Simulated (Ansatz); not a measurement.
Isomers of C₂H₇GaSi, relaxed with PBE0-D4/def2-TZVP in Ansatz; electronic energies, one conformer each and not always the lowest. Functionals use def2-TZVPP; CBS adds triple-zeta CCSD(T) − MP2 to the MP2 limit of def2-TZVPP and def2-QZVPP.

Outer-core shells of Ga are correlated without core-valence functions. Scalar relativity is left out up to krypton. Spin–orbit coupling is left out.

(1) Order them by energy at frozen-core CCSD(T)/CBS, lowest first. (An estimate is asked.)
A. `C1[CH2][GaH][SiH2]1`
B. `C[CH]1[SiH2][GaH]1`
C. `[SiH3][CH]1[CH2][GaH]1`
D. `[SiH3][Ga]1[CH2][CH2]1`

(2) How do MP2/CBS(def2), B3LYP, r2SCAN-D4, B2PLYP place them (kcal/mol, against `C1[CH2][GaH][SiH2]1`)? (An estimate is asked.)

## Answers

(1) A (0.0 kcal/mol), D (10.5 kcal/mol), C (14.3 kcal/mol), B (19.1 kcal/mol).

(2) Ansatz gave: 
```
                  isomer  MP2/CBS(def2)  B3LYP  r2SCAN-D4  B2PLYP
`[SiH3][CH]1[CH2][GaH]1`           16.4   11.8       14.6    14.0
`[SiH3][Ga]1[CH2][CH2]1`           12.7    5.7        9.8     9.0
    `C[CH]1[SiH2][GaH]1`           19.2   18.4       18.1    18.8
```

B3LYP here is the variant with VWN-RPA as its local correlation; programs differ in this.
